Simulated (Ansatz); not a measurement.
Relaxation of CH7FGeO (11 atoms, charge 0, multiplicity 1), to a largest force component of 0.03 eV/Å in at most 50 steps.

Computed with RKS PBE/def2-SVP in Ansatz 0.2.0.

```xyz
11
Properties=species:S:1:pos:R:3
Ge -1.108 -0.225 0.134
F -0.462 -1.737 -0.541
H -2.400 -0.685 0.871
H -1.470 0.674 -1.078
C 0.221 0.529 1.345
H 1.330 -0.869 -1.415
O 1.512 0.069 -1.612
H -0.168 1.459 1.805
H 0.465 -0.200 2.140
H 1.122 0.770 0.753
H 0.960 0.217 -2.402
```

Q: Where does it end, and by what steps?

A: The run converged. After 9 steps the energy has fallen by 0.036 eV; H6 moved furthest, 0.23 Å.

```
step  energy less start (eV)  largest force component (eV/Å)  accepted
   0                  0.0000                           0.198       yes
   1                  0.0291                           1.445        no
   2                 -0.0192                           0.343       yes
   3                 -0.0298                           0.272       yes
   4                 -0.0299                           0.499       yes
   5                 -0.0294                           0.200        no
   6                 -0.0349                           0.124       yes
   7                 -0.0347                           0.078        no
   8                 -0.0357                           0.048       yes
   9                 -0.0359                           0.006       yes
```

```xyz
11
Properties=species:S:1:pos:R:3
Ge -1.131 -0.216 0.156
F -0.407 -1.662 -0.620
H -2.369 -0.794 0.897
H -1.567 0.708 -1.011
C 0.217 0.547 1.334
H 1.103 -0.865 -1.378
O 1.573 -0.028 -1.588
H -0.164 1.480 1.794
H 0.480 -0.171 2.135
H 1.106 0.767 0.712
H 1.158 0.233 -2.431
```

Time of the run: 16 s on 2 threads of Intel(R) Xeon(R) Platinum 8488C (Sapphire Rapids), on a shared host, peak memory 0.17 GiB.
